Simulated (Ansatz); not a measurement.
CH7NSeSi can be A, `C[Se][SiH2]N`, or B, `NC[Se][SiH3]`.

Computed with Ansatz on PBE0-D4/def2-TZVP structures; ΔE is electronic, products minus reactants. CCSD(T)/CBS adds triple-zeta CCSD(T) − MP2 to the extrapolated MP2 energy (def2 sets, frozen cores). DFT in def2-TZVPP. B3LYP here is the variant with VWN-RPA as its local correlation; programs differ in this. For Se outer-core shells are correlated without core-valence functions, which leaves a few kJ/mol of doubt a bond. Scalar relativity is left out up to krypton. One conformer a species, not always the lowest.

Task: Which isomer does CCSD(T)/CBS put lower? Give the gap. (An estimate is asked.)

Result: Computed: A, by 30.2 kcal/mol.

Task: Give E(B) − E(A) in kcal/mol with PBE0-D4, MP2/def2-TZVPP, BLYP-D4, B3LYP, CCSD/def2-TZVPP, HF/def2-TZVPP, LDA (SPW92). (An estimate is asked.)

Result: Ansatz gave: PBE0-D4 28.6, MP2/def2-TZVPP 30.4, BLYP-D4 28.7, B3LYP 30.1, CCSD/def2-TZVPP 29.5, HF/def2-TZVPP 31.2, LDA (SPW92) 26.8. None reverses the order clearly.

Task: Does the order hold for the free energy at 298.15 K (harmonic terms from PBE0-D4)? (An estimate is asked.)

Result: Computed: Yes: G(B) − G(A) = +31.0 kcal/mol, for one conformer each.

Largest T1 diagnostic: 0.010.

From PBE to PBE0 (25 % exact exchange), in def2-TZVPP and without D4, E(B) − E(A) moves by +0.8 kcal/mol. At CCSD(T), def2-SVP lies −6.8 kcal/mol from the extrapolated value and def2-TZVPP −1.0 kcal/mol.
